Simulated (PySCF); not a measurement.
Record of a relaxation.

Species: C3H6O2Si.
SMILES with atom numbers: `[CH3:1][C:2]1=[CH:3][O:4][Si@H:5]1[OH:6]` (hydrogens: H7, H8, H9 on C1; H10 on C3; H11 on Si5; H12 on O6)

Computed by this run: PBE0-D3(BJ)/def2-SVP geometry optimisation, gas phase (PySCF); density fitting, grid level 1; the optimiser is geomeTRIC in internal coordinates, started from a GFN2-xTB structure with every atom displaced at random (about 0.01 Å). The frame can shift and turn from step to step; on so coarse a grid that alone can change the energy by a few meV, and forces under 0.02 eV/Å are noise.

Step 0: E = -15161.8912 eV, largest atomic force 2.860 eV/Å
```
atom  x, y, z in Å  |  force x, y, z in eV/Å
C1      1.552    0.812   -0.636   -1.444   0.914   0.179
C2      0.457    0.066    0.050    0.629   0.797  -1.842
C3      0.430   -0.531    1.235    0.209  -0.043   0.374
O4     -0.756   -1.149    1.374   -1.764  -1.518   1.661
Si5    -1.255   -0.716   -0.207    1.858   0.939   0.837
O6     -2.648    0.113   -0.263   -0.740   0.146  -0.187
H7      2.374    1.020    0.036    0.572   0.052   0.352
H8      1.913    0.286   -1.508    0.328  -0.334  -0.599
H9      1.148    1.797   -0.981    0.381  -0.402   0.022
H10     1.135   -0.615    2.076    0.026   0.048  -0.210
H11    -1.431   -1.834   -1.078   -0.116  -0.816  -0.720
H12    -2.880    0.722    0.438    0.062   0.218   0.135
```

Step 1: E = -15162.1347 eV, largest atomic force 0.574 eV/Å
```
atom  x, y, z in Å  |  force x, y, z in eV/Å
C1      1.421    0.825   -0.568    0.310  -0.031  -0.153
C2      0.369    0.039    0.114   -0.481  -0.199   0.241
C3      0.363   -0.595    1.309   -0.129  -0.163   0.065
O4     -0.845   -1.239    1.557    0.385   0.255  -0.143
Si5    -1.320   -0.727   -0.028    0.137   0.058  -0.125
O6     -2.727    0.130   -0.075   -0.021   0.038   0.057
H7      2.281    1.018    0.097   -0.074  -0.032  -0.061
H8      1.807    0.299   -1.464   -0.059   0.079   0.129
H9      1.049    1.800   -0.918   -0.044   0.043   0.004
H10     1.145   -0.705    2.073   -0.040  -0.003   0.017
H11    -1.535   -1.857   -0.961   -0.020  -0.012   0.013
H12    -2.808    0.885    0.518    0.036  -0.034  -0.043
```

Step 2: E = -15162.1408 eV, largest atomic force 0.280 eV/Å
```
atom  x, y, z in Å  |  force x, y, z in eV/Å
C1      1.415    0.823   -0.567    0.048   0.015  -0.086
C2      0.358    0.034    0.114    0.087   0.106   0.033
C3      0.369   -0.597    1.308   -0.246  -0.135  -0.001
O4     -0.835   -1.235    1.552    0.153  -0.001   0.109
Si5    -1.319   -0.729   -0.032    0.027   0.008  -0.096
O6     -2.722    0.134   -0.074   -0.028  -0.021   0.018
H7      2.274    1.010    0.097   -0.015  -0.011  -0.001
H8      1.797    0.306   -1.464   -0.013   0.012   0.006
H9      1.039    1.802   -0.908   -0.002   0.003   0.013
H10     1.150   -0.705    2.073   -0.012   0.009  -0.002
H11    -1.537   -1.863   -0.958   -0.023  -0.001   0.015
H12    -2.790    0.892    0.514    0.024   0.014  -0.009
```

Step 3: E = -15162.1431 eV, largest atomic force 0.098 eV/Å
```
atom  x, y, z in Å  |  force x, y, z in eV/Å
C1      1.412    0.827   -0.571   -0.051  -0.009   0.026
C2      0.361    0.034    0.119    0.037   0.080  -0.040
C3      0.367   -0.604    1.311   -0.056  -0.043   0.033
O4     -0.833   -1.241    1.555    0.046  -0.019   0.043
Si5    -1.315   -0.732   -0.030    0.014   0.013  -0.096
O6     -2.716    0.135   -0.073   -0.034  -0.029   0.018
H7      2.277    1.010    0.085    0.019   0.002   0.015
H8      1.785    0.315   -1.473   -0.001  -0.018  -0.030
H9      1.031    1.807   -0.902    0.005  -0.011   0.017
H10     1.144   -0.712    2.078    0.022   0.011   0.004
H11    -1.540   -1.866   -0.954   -0.015  -0.005   0.011
H12    -2.775    0.898    0.510    0.014   0.030  -0.002
```

Step 4: E = -15162.1442 eV, largest atomic force 0.054 eV/Å
```
atom  x, y, z in Å  |  force x, y, z in eV/Å
C1      1.409    0.830   -0.573   -0.038  -0.017   0.031
C2      0.361    0.035    0.118   -0.001   0.025  -0.020
C3      0.369   -0.607    1.309    0.017   0.000   0.041
O4     -0.826   -1.247    1.555   -0.018  -0.025   0.001
Si5    -1.314   -0.734   -0.030    0.012   0.010  -0.051
O6     -2.715    0.133   -0.067   -0.023  -0.020   0.028
H7      2.279    1.005    0.080    0.015   0.000   0.003
H8      1.773    0.323   -1.481    0.003  -0.004  -0.022
H9      1.027    1.814   -0.892    0.009   0.004   0.004
H10     1.148   -0.712    2.075    0.020   0.010  -0.009
H11    -1.546   -1.871   -0.949   -0.005  -0.002   0.004
H12    -2.764    0.903    0.508    0.009   0.019  -0.010
```

Step 5: E = -15162.1453 eV, largest atomic force 0.077 eV/Å
```
atom  x, y, z in Å  |  force x, y, z in eV/Å
C1      1.402    0.835   -0.575   -0.009  -0.014   0.017
C2      0.358    0.036    0.116   -0.019  -0.027   0.003
C3      0.374   -0.611    1.304    0.061   0.044   0.017
O4     -0.813   -1.258    1.555   -0.065  -0.021  -0.035
Si5    -1.315   -0.738   -0.029    0.007   0.002   0.023
O6     -2.717    0.128   -0.051    0.000  -0.009   0.029
H7      2.281    0.993    0.070    0.004  -0.005  -0.009
H8      1.751    0.340   -1.497    0.000   0.010  -0.002
H9      1.025    1.826   -0.873    0.005   0.011  -0.004
H10     1.159   -0.711    2.066    0.008   0.001  -0.017
H11    -1.558   -1.879   -0.940    0.005   0.004  -0.007
H12    -2.749    0.911    0.508    0.003   0.004  -0.015
```

Step 6: E = -15162.1458 eV, largest atomic force 0.069 eV/Å
```
atom  x, y, z in Å  |  force x, y, z in eV/Å
C1      1.397    0.838   -0.578    0.009  -0.003   0.002
C2      0.356    0.037    0.115   -0.016  -0.036   0.009
C3      0.379   -0.614    1.301    0.050   0.047  -0.008
O4     -0.804   -1.266    1.555   -0.056  -0.008  -0.035
Si5    -1.316   -0.741   -0.025    0.001  -0.008   0.052
O6     -2.719    0.124   -0.036    0.011  -0.003   0.018
H7      2.284    0.982    0.060   -0.002  -0.005  -0.010
H8      1.733    0.352   -1.509   -0.003   0.011   0.005
H9      1.024    1.836   -0.859    0.001   0.008  -0.002
H10     1.170   -0.711    2.058   -0.001  -0.008  -0.010
H11    -1.565   -1.882   -0.935    0.008   0.007  -0.011
H12    -2.739    0.917    0.510   -0.001  -0.001  -0.011
```

Step 7: E = -15162.1462 eV, largest atomic force 0.056 eV/Å
```
atom  x, y, z in Å  |  force x, y, z in eV/Å
C1      1.391    0.841   -0.582    0.018   0.008  -0.009
C2      0.354    0.036    0.114   -0.003  -0.026   0.006
C3      0.386   -0.618    1.298    0.021   0.033  -0.028
O4     -0.795   -1.274    1.555   -0.024   0.006  -0.018
Si5    -1.317   -0.743   -0.019   -0.007  -0.015   0.053
O6     -2.721    0.121   -0.017    0.012   0.003   0.001
H7      2.288    0.969    0.045   -0.004  -0.004  -0.005
H8      1.711    0.367   -1.525   -0.006   0.006   0.005
H9      1.022    1.846   -0.844   -0.003   0.002   0.003
H10     1.183   -0.716    2.047   -0.008  -0.017   0.001
H11    -1.571   -1.881   -0.930    0.007   0.007  -0.010
H12    -2.731    0.924    0.513   -0.003  -0.003  -0.001
```

Step 8: E = -15162.1464 eV, largest atomic force 0.033 eV/Å
```
atom  x, y, z in Å  |  force x, y, z in eV/Å
C1      1.386    0.842   -0.586    0.014   0.012  -0.010
C2      0.353    0.036    0.113    0.006  -0.008  -0.001
C3      0.392   -0.623    1.295   -0.001   0.012  -0.028
O4     -0.788   -1.280    1.556    0.005   0.011   0.002
Si5    -1.318   -0.743   -0.012   -0.011  -0.013   0.029
O6     -2.722    0.121   -0.001    0.006   0.006  -0.012
H7      2.292    0.957    0.030   -0.003  -0.003   0.000
H8      1.690    0.379   -1.539   -0.006   0.001   0.001
H9      1.021    1.853   -0.830   -0.004  -0.002   0.006
H10     1.195   -0.724    2.038   -0.009  -0.018   0.007
H11    -1.575   -1.877   -0.928    0.004   0.004  -0.004
H12    -2.725    0.930    0.519   -0.002  -0.003   0.009
```

Step 9: E = -15162.1465 eV, largest atomic force 0.030 eV/Å
```
atom  x, y, z in Å  |  force x, y, z in eV/Å
C1      1.382    0.843   -0.590    0.003   0.007  -0.005
C2      0.353    0.034    0.112    0.010   0.007  -0.006
C3      0.399   -0.628    1.291   -0.013  -0.007  -0.013
O4     -0.783   -1.283    1.557    0.024   0.008   0.016
Si5    -1.320   -0.741   -0.005   -0.012  -0.002  -0.004
O6     -2.722    0.124    0.014   -0.001   0.008  -0.019
H7      2.298    0.944    0.014    0.000  -0.001   0.003
H8      1.670    0.390   -1.553   -0.004  -0.002  -0.003
H9      1.020    1.860   -0.817   -0.001  -0.003   0.006
H10     1.205   -0.737    2.029   -0.005  -0.012   0.007
H11    -1.581   -1.870   -0.926    0.000   0.000   0.003
H12    -2.721    0.937    0.529   -0.001  -0.002   0.016
```

Step 10: E = -15162.1465 eV, largest atomic force 0.033 eV/Å
```
atom  x, y, z in Å  |  force x, y, z in eV/Å
C1      1.380    0.843   -0.595   -0.008   0.000   0.001
C2      0.354    0.033    0.111    0.008   0.015  -0.008
C3      0.405   -0.635    1.286   -0.017  -0.020   0.006
O4     -0.778   -1.286    1.558    0.027   0.001   0.019
Si5    -1.322   -0.738    0.002   -0.008   0.009  -0.028
O6     -2.722    0.131    0.029   -0.005   0.009  -0.019
H7      2.304    0.929   -0.002    0.003   0.000   0.003
H8      1.650    0.401   -1.568   -0.001  -0.002  -0.005
H9      1.021    1.865   -0.803    0.002  -0.002   0.004
H10     1.214   -0.754    2.019    0.002  -0.003   0.001
H11    -1.588   -1.861   -0.924   -0.004  -0.004   0.007
H12    -2.718    0.944    0.543    0.000  -0.003   0.018
```

Step 11: E = -15162.1466 eV, largest atomic force 0.034 eV/Å
```
atom  x, y, z in Å  |  force x, y, z in eV/Å
C1      1.380    0.842   -0.598   -0.012  -0.006   0.006
C2      0.355    0.032    0.109    0.001   0.013  -0.005
C3      0.408   -0.640    1.282   -0.012  -0.021   0.018
O4     -0.777   -1.286    1.557    0.016  -0.003   0.012
Si5    -1.325   -0.733    0.005   -0.001   0.013  -0.031
O6     -2.723    0.139    0.037   -0.003   0.008  -0.013
H7      2.309    0.919   -0.012    0.004   0.000   0.001
H8      1.640    0.406   -1.576    0.002   0.000  -0.005
H9      1.024    1.867   -0.795    0.003   0.001   0.001
H10     1.219   -0.767    2.012    0.008   0.005  -0.006
H11    -1.595   -1.854   -0.924   -0.005  -0.004   0.007
H12    -2.716    0.948    0.558    0.000  -0.004   0.015
```

Step 12: E = -15162.1466 eV, largest atomic force 0.021 eV/Å
```
atom  x, y, z in Å  |  force x, y, z in eV/Å
C1      1.380    0.841   -0.600   -0.008  -0.007   0.005
C2      0.355    0.032    0.108   -0.005   0.005   0.000
C3      0.409   -0.644    1.279   -0.003  -0.013   0.016
O4     -0.776   -1.287    1.556    0.001  -0.003   0.000
Si5    -1.326   -0.730    0.005    0.004   0.008  -0.016
O6     -2.723    0.144    0.042    0.002   0.007  -0.006
H7      2.311    0.914   -0.015    0.002  -0.001  -0.001
H8      1.636    0.408   -1.580    0.002   0.002  -0.002
H9      1.027    1.868   -0.791    0.003   0.002  -0.001
H10     1.222   -0.774    2.007    0.008   0.007  -0.009
H11    -1.601   -1.849   -0.924   -0.004  -0.002   0.003
H12    -2.715    0.949    0.569   -0.002  -0.005   0.010
```

**Question.** Summarise the path.

**Answer.** The energy falls by 0.2554 eV from step 0 to step 12; nine tenths of that is first reached at step 1. It never rises by more than 0.2 meV. The largest force goes from 2.860 to 0.021 eV/Å. Among the bonds C2–Si5 changes most (a near tie, within 0.001 Å, with another), from 1.900 to 1.849 Å; the atoms move by 0.128 Å rms after alignment.

**Question.** Follow the three bonds and two angles with the largest change from start to end.

**Answer.** 
| step | E above end (eV) | largest force (eV/Å) | C2–Si5 (Å) | Si5–H11 (Å) | C3–O4 (Å) | C3–O4–Si5 (°) | C2–Si5–O4 (°) |
| --- | --- | --- | --- | --- | --- | --- | --- |
| 0 | 0.2554 | 2.860 | 1.900 | 1.429 | 1.344 | 92.6 | 73.5 |
| 1 | 0.0119 | 0.574 | 1.861 | 1.480 | 1.392 | 86.5 | 78.6 |
| 2 | 0.0058 | 0.280 | 1.848 | 1.480 | 1.385 | 87.0 | 78.2 |
| 3 | 0.0035 | 0.098 | 1.849 | 1.480 | 1.380 | 86.8 | 78.2 |
| 4 | 0.0024 | 0.054 | 1.849 | 1.480 | 1.377 | 86.7 | 78.1 |
| 5 | 0.0013 | 0.077 | 1.849 | 1.480 | 1.375 | 86.7 | 78.0 |
| 6 | 0.0008 | 0.069 | 1.849 | 1.480 | 1.374 | 86.7 | 78.0 |
| 7 | 0.0004 | 0.056 | 1.848 | 1.480 | 1.375 | 86.7 | 78.0 |
| 8 | 0.0002 | 0.033 | 1.848 | 1.480 | 1.376 | 86.7 | 78.1 |
| 9 | 0.0001 | 0.030 | 1.848 | 1.480 | 1.377 | 86.7 | 78.1 |
| 10 | 0.0001 | 0.033 | 1.848 | 1.480 | 1.377 | 86.7 | 78.1 |
| 11 | 0.0000 | 0.034 | 1.849 | 1.480 | 1.377 | 86.7 | 78.1 |
| 12 | 0.0000 | 0.021 | 1.849 | 1.480 | 1.377 | 86.7 | 78.1 |

What follows is the cost of the whole optimisation. Time: 71 s of wall time; peak memory 0.51 GiB. Hardware: one thread, Arm Neoverse V1 (aarch64), no GPU, shared host with 32 logical CPUs at a one-minute load of 29.
